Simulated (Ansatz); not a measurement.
## A geometry optimisation of CH2AlBrTe with BLYP-D3(BJ)/def2-SVP

The starting geometry of this gas-phase singlet was optimised with GFN2-xTB.

```tsv
atom	x (Å)	y (Å)	z (Å)
C	-0.7595	-1.6868	2.3843
Al	-0.1334	-1.9821	0.5397
Br	2.0516	-2.3679	0.1633
Te	-1.4632	-3.5853	2.2505
H	-1.0314	-1.6676	-0.6515
H	-0.9435	-1.1513	3.3097
```

Predict what it relaxes into with BLYP-D3(BJ)/def2-SVP.

It keeps its bonds.

The energy falls by 0.12 eV over 8 steps:

```tsv
step	E − E(last) (eV)
1	0.123
2	0.022
3	0.010
4	0.005
5	0.000
6	0.000
7	0.000
8	0.000
```

Final geometry (Å):

```
atom    x (Å)    y (Å)    z (Å)
   C  -0.7958  -1.7720   2.3423
  Al  -0.1523  -1.9178   0.5091
  Br   2.0831  -2.3515   0.2359
  Te  -1.5113  -3.6716   2.4071
   H  -1.0515  -1.5868  -0.7450
   H  -0.8516  -1.1415   3.2465
```

Frequencies at the end are all real (lowest 51 cm⁻¹). Atoms past krypton carry core potentials, without spin–orbit terms. Run with Ansatz 0.2.0, 27 s on 1 thread of Arm Neoverse V1, on a shared host.
